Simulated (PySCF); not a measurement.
## CsTl⁺ from Hartree–Fock to correlated methods

State: ²Σ⁺ (doublet), unpaired electrons σ ↑. Set-up: Cs def2-SVPD with ECP46, Tl def2-SVPD with ECP60; scalar-relativistic core potentials (PySCF 2.14). De refers to Cs⁺ + Tl in their high-spin ground configurations, without counterpoise correction. The functionals are run spin-unrestricted. A positive dipole points towards Tl; it is taken about the centre of mass and depends on that origin.

| Level | Re (Å) | ωe (cm⁻¹) | De (eV) | μ (D) |
| --- | --- | --- | --- | --- |
| UHF | 4.741 | 31.1 | n/a | -10.30 |
| UHF-MP2 | 4.591 | 33.2 | n/a | n/a |
| UHF-SCS-MP2 | 4.619 | 32.8 | n/a | n/a |
| PBE | 4.539 | 32.5 | n/a | -8.15 |
| PBEsol | 4.459 | 34.4 | n/a | -8.12 |
| r²SCAN | 4.534 | 34.4 | n/a | -9.11 |
| TPSSh | 4.550 | 33.2 | n/a | -8.77 |
| B3LYP | 4.573 | 32.7 | n/a | -8.72 |
| PBE0 | 4.498 | 34.3 | n/a | -8.73 |
| HSE06 | 4.506 | 34.1 | n/a | -8.66 |

Task: What does a quarter of exact exchange do here, going from PBE to PBE0?

Result: PBE0 less PBE: -4.1 pm in Re, +5.5 % in ωe. Exact exchange removes part of the self-interaction that spreads semilocal densities, and in most molecules shortens and stiffens the bond and lowers De; so it does here.

Task: What does the step from GGA to meta-GGA do here, going from PBE to r²SCAN?

Result: r²SCAN less PBE: -0.5 pm in Re, +5.8 % in ωe. 

Correlated steps freeze 4 core orbitals. These are scalar-relativistic numbers at best; spin–orbit coupling would shift them, the dissociation energy most. The state was picked by a PBE0 search and need not be the measured ground state.

The whole job (state search and all levels along the bond) took about 2.3 min on 1 thread of Arm Neoverse V1 (shared host), peak memory 0.89 GiB.
